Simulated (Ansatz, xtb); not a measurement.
# Ranking isomers of C4H7F3S

8 gas-phase structures of C4H7F3S, from a drawn sample of its isomers (lower ones may exist). Each was relaxed with GFN2-xTB; where two conformers were screened, the lower at r2SCAN-D4/def2-SVP is listed:

A. `FC(F)(F)CCCS`, a singlet
B. `CCS[C@H](F)C(F)F`, a singlet
C. `CC(C)SC(F)(F)F`, a singlet
D. `C[C@H](S)CC(F)(F)F`, a singlet
E. `CCSCC(F)(F)F`, a singlet
F. `CSCCC(F)(F)F`, a singlet
G. `CCCSC(F)(F)F`, a singlet
H. `CC(F)(F)CSCF`, a singlet

Question: Which do you expect lowest at r2SCAN-D4/def2-SVP, and how would the others follow?

Answer: Calculated order at r2SCAN-D4/def2-SVP: D (0.0), A (0.4), F (3.7), E (4.6), C (8.3), G (9.5), H (15.1), B (23.8) kcal/mol. Less than 1 kcal/mol parts D and A; F and E, so the order within those pairs means little.

Energies above the lowest of each column, in kcal/mol; the last columns are at PBE-D3(BJ)/def2-SVP geometries and were run for some of them only (a dash: not run or not comparable):

| structure | GFN2-xTB | HF/STO-3G | r2SCAN-D4/def2-SVP | PBE-D3(BJ)/def2-SVP | CCSD(T)/def2-SVP + ΔMP2/def2-TZVPP |
| --- | --- | --- | --- | --- | --- |
| D | 0.0 | 5.4 | 0.0 | 0.1 | 0.0 |
| A | 1.0 | 4.9 | 0.4 | 0.0 | 0.3 |
| F | 5.0 | 1.0 | 3.7 | 3.4 | 2.1 |
| E | 7.3 | 2.8 | 4.6 | 3.9 | 3.7 |
| C | 8.6 | 0.5 | 8.3 | 7.7 | 8.4 |
| G | 9.8 | 0.0 | 9.5 | 8.2 | – |
| H | 9.1 | 11.5 | 15.1 | – | – |
| B | 18.3 | 18.2 | 23.8 | – | – |

CCSD(T)/def2-SVP + ΔMP2/def2-TZVPP puts D lowest of those it was run on, with A within 1 kcal/mol; HF/STO-3G picks G. Flexible structures stand in one conformer each, not always the lowest. E keeps a small imaginary mode. Frequencies (GFN2-xTB) were run for A, C, D, E, F alone. The ΔMP2 step shifts differences by up to 3.2 kcal/mol, which makes them less sure. ΔMP2 is the change of the MP2 energy from the smaller to the larger basis.

Over these structures GFN2-xTB departs from r2SCAN-D4/def2-SVP by 2.5 kcal/mol on average once a common shift is removed. A GFN2-xTB relaxation took about 0.11 s and the r2SCAN-D4/def2-SVP energy about 2.3 s on a shared host (Ansatz 0.2.0, xtb 6.7.1).
